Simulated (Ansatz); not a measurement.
CH$_{6}$F$_{2}$O$_{2}$Si$_{2}$, SMILES `O[SiH](O)C[SiH](F)F`, relaxed with RKS PBE-D4/def2-SVP in Ansatz 0.2.0 from a rough embedded geometry. The force threshold is 0.03 eV/Å; the program also tests the step.

The species carries charge 0 and has multiplicity 1.

Start:

```xyz
13

O     0.461    2.454    0.269
Si    0.315    0.947   -0.351
O    -0.642    1.156   -1.644
C    -0.399   -0.298    0.804
Si   -0.125   -1.933    0.043
F    -0.845   -3.010    1.004
F     1.411   -2.268   -0.049
H     1.247    2.592    0.814
H     1.639    0.627   -0.813
H    -1.127    2.043   -1.700
H     0.209   -0.214    1.800
H    -1.416   -0.068    1.070
H    -0.727   -2.029   -1.246
```

```tsv
step	energy (eV)	largest force (eV/Å)	largest move (Å)
1	-26391.1863	2.605	0.000
2	-26391.6462	0.962	0.131
3	-26391.7313	0.221	0.092
4	-26391.7392	0.088	0.042
5	-26391.7669	0.261	0.200
6 (rejected)	-26391.7118	2.166	0.199
7	-26391.7849	0.242	0.099
8	-26391.7939	0.163	0.070
9	-26391.8067	0.136	0.150
10	-26391.8099	0.076	0.038
11 (rejected)	-26391.8076	0.725	0.190
14	-26391.8305	0.265	0.146
17	-26391.8514	0.302	0.035
20	-26391.8644	0.209	0.071
23	-26391.8671	0.037	0.019
26	-26391.8697	0.144	0.037
29	-26391.8719	0.035	0.038
32	-26391.8729	0.103	0.028
35	-26391.8742	0.158	0.021
38	-26391.8811	0.224	0.200
41	-26391.8967	0.135	0.098
44	-26391.9114	0.114	0.077
47	-26391.9198	0.143	0.097
49	-26391.9210	0.028	0.010
```

End:

```xyz
13

O    -0.094    2.498    0.697
Si    0.533    1.127   -0.021
O    -0.066    1.067   -1.591
C    -0.108   -0.329    0.995
Si   -0.555   -1.770   -0.089
F    -0.250   -3.191    0.652
F     0.443   -1.749   -1.405
H     0.093    3.330    0.228
H     2.038    1.125   -0.038
H     0.295    0.331   -2.121
H     0.646   -0.644    1.746
H    -1.017    0.006    1.541
H    -1.958   -1.803   -0.593
```

It took 2.7 min on 2 threads of an AMD EPYC 7R13 on a shared host and a share of an NVIDIA H100 80 GB, with 0.83 GiB of host memory at the peak.
